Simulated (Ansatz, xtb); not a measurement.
Breaking the Ge1–F2 bond in ClFGeH2 (SMILES [F][GeH2][Cl]) (multiplicity 1 held, fragments rigid). Energies count from the point at 1.741 Å.
Geometry at that point (charge 0, multiplicity 1):
| atom | x (Å) | y (Å) | z (Å) |
|---|---|---|---|
| Ge | -0.4872 | -0.2878 | 0.0418 |
| F | -1.1704 | 1.3135 | 0.0343 |
| Cl | 1.6442 | -0.0414 | -0.1076 |
| H | -0.8264 | -0.9112 | 1.3962 |
| H | -0.9993 | -0.9971 | -1.2124 |

Restricted levels (R-, RO-) in cc, def2 and unpolarised 6-31G sets keep to the state of the molecule at rest. Unrestricted levels (U-) break spin symmetry where that is lower. Active spaces are followed from a long bond inwards. Left out are points that failed, MP2 points in a non-variational dive below the minimum, coupled-cluster points behind a sign of a changed root (a jump of the amplitudes, or a one-step jump against full CI or MRCI), small-basis points behind a change of solution, and semi-empirical points at long bonds. Curves can end on different states.

Correlated levels freeze the cores. Filled d and f shells under p-block atoms count as core.

Programs: Ansatz (Gaussian basis) for Hartree–Fock, density functionals and correlated methods; xtb for the GFN methods. Each number belongs to the level named beside it. The GFN methods have no spin term and hold the electronic entropy of 300 K.

Energies in eV.

| R (Å) | GFN2-xTB | U-MP2/def2-SVP | R-CCSD(T)/def2-SVP | SC-NEVPT2 on CASSCF(6,4)/def2-SVP | FIC-MRCISD+Q on CASSCF(6,4)/def2-SVP |
|---|---|---|---|---|---|
| 1.393 | 1.96 | 3.58 | 3.58 | 3.73 | 3.55 |
| 1.567 | 0.28 | 0.61 | 0.61 | 0.76 | 0.60 |
| 1.741 | 0.00 | 0.00 | 0.00 | 0.00 | 0.00 |
| 1.915 | 0.16 | 0.36 | 0.35 | 0.33 | 0.36 |
| 2.089 | 0.50 | 1.09 | 1.06 | 0.90 | 1.08 |
| 2.350 | 1.17 | 2.33 | 2.26 | 2.12 | 2.29 |
| 2.612 | 1.91 | 4.42 | 3.32 | 3.28 | 3.37 |
| 3.047 | 2.96 | 5.37 | 4.47 | 4.64 | 4.60 |
| 3.482 | 3.64 | 5.58 | 4.45 | 5.22 | 5.11 |
| 4.004 | 4.06 | 5.65 | 2.19 | 5.55 | 5.28 |
| 4.701 | left out | 5.67 | -2.18 | 5.55 | 5.33 |
| 5.571 | left out | 5.67 | -4.21 | 5.54 | 5.33 |

Doubts at one or more of the structures used: a spin-contaminated determinant (U-MP2/def2-SVP); a restricted determinant that unrestricted orbitals would lower (R-CCSD(T)/def2-SVP); T1 above 0.05 (R-CCSD(T)/def2-SVP); other coupled-cluster roots lie near (R-CCSD(T)/def2-SVP); active orbitals that take no part (SC-NEVPT2 on CASSCF(6,4)/def2-SVP, FIC-MRCISD+Q on CASSCF(6,4)/def2-SVP).

Ansatz is a program for electronic structure.
